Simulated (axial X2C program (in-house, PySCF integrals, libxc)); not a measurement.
# Which molecule has these constants?

Calculated with an axial X2C code built on PySCF integrals, spin-free (one-electron X2C) or two-component (2c: spin–orbit coupling with atomic mean-field Coulomb and Gaunt terms, which also bring small scalar terms), in Dyall basis sets with cores contracted in-house; open shells are unrestricted.

A two-component PBE0 calculation in a Dyall 3-zeta basis gave Re = 2.159 Å, ωe = 592.1 cm⁻¹, De = 2.68 eV, Ω = 3/2.

**Question.** Which molecule is it?
A. CaN⁺
B. CaF⁺
C. CaC⁺
D. LiCa⁺
E. CaB⁺

**Answer.** C. The others have CaF⁺ 1.859 Å and 700.1 cm⁻¹ (Ω = 0); LiCa⁺ 3.245 Å and 250.7 cm⁻¹ (Ω = 0); CaN⁺ 2.138 Å and 540.1 cm⁻¹ (Ω = 1); CaB⁺ 2.444 Å and 448.7 cm⁻¹ (Ω = 2).

Each entry is the lowest single determinant of a limited PBE0 search at one distance. De goes to single-determinant-based atoms at the same level (for ions the charge split of lowest energy) and is withheld (n/a) where an atom does not fit its ground term or J level. Main or longest-lived isotopes. One determinant is a doubtful description, or other states lie close, for CaC⁺, CaN⁺, CaB⁺; these need not be ground states, and all values refer to the states named. Some open-shell Ω = 0 determinants are out of reach, so the Ω given for CaN⁺, CaB⁺ need not be the lowest component. With several unpaired electrons the Ω given is that of one determinant, not necessarily of the lowest component. Some light 2c atoms are not at their ground J level, so De misses part of their lowering (0.04 eV or less). The functionals have no current term, which raises determinants with orbital currents.
